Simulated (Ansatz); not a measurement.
Ansatz (a program for electronic structure) input (HF/STO-3G):

Ansatz 0.2 input:
```yaml
crystal:
  periodic: [false, false, false]
  atoms:
    - {symbol: F, position_ang: [1.13047900, -0.41517400, -1.55532700]}
    - {symbol: Si, position_ang: [1.34792500, -0.22414100, -0.00994800]}
    - {symbol: O, position_ang: [-0.10906500, 0.65573000, 0.49666700]}
    - {symbol: Si, position_ang: [-1.82304000, 0.06600400, 0.49952900]}
    - {symbol: H, position_ang: [1.24910900, -1.49020200, 0.70874900]}
    - {symbol: H, position_ang: [2.41347400, 0.72483300, 0.30492600]}
    - {symbol: H, position_ang: [0.01319500, 1.60561300, 0.66168300]}
    - {symbol: H, position_ang: [-2.46408600, 0.86345600, -0.54981900]}
    - {symbol: H, position_ang: [-2.26988900, 0.34636100, 1.86704100]}
    - {symbol: H, position_ang: [-1.59198200, -1.34541700, 0.17788300]}
basis:
  gaussian:
    orbitals: STO-3G
hamiltonian:
  xc: {name: HF}
total_charge: 1
relax: {f_tol: 0.003, max_steps: 120}
```

From the output:

```
459 factors; integrals over basis functions are off by at most 1.5e-5 eV
mean field: 0.07 GiB planned
mean field -20313.54915981 eV, -746.5091626048 hartree, gradient 8.1e-6 eV, S^2 0.000000; 0 other end points of the search recorded, 0 dependent functions left out
the calculation of the forces begins
reference -20313.54915981 eV, -746.5091626048 hartree; 25, 25 occupied and 9, 9 virtual orbitals, 459 factors
relax step   8: F+E_penalty+E_count = -20313.54915981 eV  Δ(F+E_penalty+E_count) = -1.866e-6 eV  max|allowed force component| = 2.409e-3 eV/Å  Δτ_max = 0.0023 Å  (25 SCF iters, accepted)
these checks for a lower state are left out or cut short: starts, cluster_reference, orbital_swaps, neighbouring_geometries, increment
integrals: 0.00 GiB planned
459 factors; integrals over basis functions are off by at most 1.5e-5 eV
mean field: 0.07 GiB planned
mean field evaluation 64: about -20313.5492 eV, gradient 1.1e-4 eV
mean field -20313.54916434 eV, -746.5091627714 hartree, gradient 8.0e-6 eV, S^2 0.000000; 0 other end points of the search recorded, 0 dependent functions left out
the calculation of the forces begins
reference -20313.54916434 eV, -746.5091627714 hartree; 25, 25 occupied and 9, 9 virtual orbitals, 459 factors
relax step   9: F+E_penalty+E_count = -20313.54916434 eV  Δ(F+E_penalty+E_count) = -4.535e-6 eV  max|allowed force component| = 3.177e-3 eV/Å  Δτ_max = 0.0071 Å  (25 SCF iters, accepted)
these checks for a lower state are left out or cut short: starts, cluster_reference, orbital_swaps, neighbouring_geometries, increment
integrals: 0.00 GiB planned
459 factors; integrals over basis functions are off by at most 1.5e-5 eV
mean field: 0.07 GiB planned
mean field -20313.54916860 eV, -746.5091629279 hartree, gradient 8.0e-6 eV, S^2 0.000000; 0 other end points of the search recorded, 0 dependent functions left out
the calculation of the forces begins
reference -20313.54916860 eV, -746.5091629279 hartree; 25, 25 occupied and 9, 9 virtual orbitals, 459 factors
relax step  10: F+E_penalty+E_count = -20313.54916860 eV  Δ(F+E_penalty+E_count) = -4.258e-6 eV  max|allowed force component| = 2.779e-3 eV/Å  Δτ_max = 0.0081 Å  (25 SCF iters, accepted)
these checks for a lower state are left out or cut short: starts, cluster_reference, orbital_swaps, neighbouring_geometries, increment
integrals: 0.00 GiB planned
459 factors; integrals over basis functions are off by at most 1.5e-5 eV
mean field: 0.07 GiB planned
mean field -20313.54917186 eV, -746.5091630476 hartree, gradient 8.0e-6 eV, S^2 0.000000; 0 other end points of the search recorded, 0 dependent functions left out
the calculation of the forces begins
reference -20313.54917186 eV, -746.5091630476 hartree; 25, 25 occupied and 9, 9 virtual orbitals, 459 factors
relax step  11: F+E_penalty+E_count = -20313.54917186 eV  Δ(F+E_penalty+E_count) = -3.258e-6 eV  max|allowed force component| = 2.407e-3 eV/Å  Δτ_max = 0.0068 Å  (25 SCF iters, accepted)
integrals: 0.00 GiB planned
459 factors; integrals over basis functions are off by at most 1.5e-5 eV
mean field: 0.07 GiB planned
mean field evaluation 96: about -20313.5492 eV, gradient 8.8e-6 eV
mean field -20313.54917186 eV, -746.5091630476 hartree, gradient 8.1e-6 eV, S^2 0.000000; 1 other end points of the search recorded, 0 dependent functions left out
the calculation of the forces begins
reference -20313.54917186 eV, -746.5091630476 hartree; 25, 25 occupied and 9, 9 virtual orbitals, 459 factors
Total energy: -20313.54917186 eV, -746.5091630476 hartree
Atom 0 at     1.098183    -0.389586    -1.576977 Å, force    -0.000289     0.000000     0.000985 eV/Å
Atom 1 at     1.343327    -0.216869    -0.009316 Å, force     0.000202    -0.000580    -0.000153 eV/Å
Atom 2 at    -0.120512     0.603571     0.474169 Å, force     0.000271     0.002407    -0.000283 eV/Å
Atom 3 at    -1.789587     0.070937     0.492178 Å, force     0.000919    -0.001077     0.001235 eV/Å
Atom 4 at     1.300665    -1.440253     0.713398 Å, force    -0.000050     0.000243    -0.000170 eV/Å
Atom 5 at     2.363811     0.710968     0.334881 Å, force    -0.000301     0.000397    -0.000144 eV/Å
Atom 6 at    -0.006341     1.548393     0.688184 Å, force     0.000175    -0.001894    -0.000414 eV/Å
Atom 7 at    -2.410764     0.838226    -0.532512 Å, force     0.000192    -0.000175     0.000792 eV/Å
Atom 8 at    -2.228665     0.376685     1.810464 Å, force    -0.000491     0.000325    -0.001056 eV/Å
Atom 9 at    -1.653997    -1.315011     0.206915 Å, force    -0.000628     0.000354    -0.000793 eV/Å
Dipole moment:    -0.126475     0.363117     0.554217 e Å
```

The dipole moment of an ion depends on the origin.

The geometry given is a B3LYP-D3(BJ)/def2-TZVP minimum.
